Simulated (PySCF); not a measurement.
# Assigning NMR signals

Atom-mapped SMILES (the numbers label the heavy atoms): `[CH:1]#[C:2][Si:3]([OH:4])([OH:5])[O:6][SiH2:7][C:8]#[N:9]`. Each H is labelled by its parent atom.

How the numbers were obtained: shieldings: GIAO PBE0/pcSseg-1, geometry from GFN2-xTB, in PySCF (non-relativistic Hamiltonian, averaged over atoms made equivalent by symmetry, fast rotation or ring inversion, no solvent, one conformer).

References, each an isolated molecule treated in the same way: TMS for ¹³C (186.93 ppm) and ¹H (31.72 ppm).

Task: Assign these signals to the numbered atoms. ¹³C{¹H} NMR (computed): δ 125.0 (C), 98.8 (CH), 85.5 (C).

Result: 
| δ (ppm) | atoms | environment | reason |
| --- | --- | --- | --- |
| 125.0 | C8 | nitrile carbon | typical of a nitrile |
| 98.8 | C1 | terminal alkyne carbon | sp carbons lie upfield of alkene carbons because the cylindrical π system leaves one tensor component strongly shielded |
| 85.5 | C2 | alkyne carbon | the triple bond shields along its axis, which puts it between sp3 and sp2 carbons |

Task: Assign these signals to the numbered atoms. ¹H NMR (400 MHz, computed): δ 5.12 (s, 2H), 2.39 (br s, 2H), 1.81 (s, 1H).

Result: 
```tsv
δ (ppm)	atoms	environment	reason
5.12	H(Si7)	hydrogen on a silicon bonded to C, O	–
2.39	H(O4)/H(O5)	hydrogen on an oxygen bonded to Si	exchangeable, gas-phase position
1.81	H(C1)	hydrogen on a terminal alkyne carbon	it lies on the axis of the triple bond, in its shielding cone
```

The OH or NH signal is concentration- and solvent-dependent in practice; the value given is the gas-phase one. Shifts are as computed. Against solution values, carbons near 30 ppm lie about +3 ppm off and those near 130 ppm about +5 ppm. Of 1309 compounds with measured shifts, 239 miss one by over three times the rms of a fit or turn the order of signals round; such compounds aren't used in these exercises. Multiplicities follow the n + 1 count of equivalent neighbours, as no J values were calculated; m marks all less simple cases, F and P coupling included.
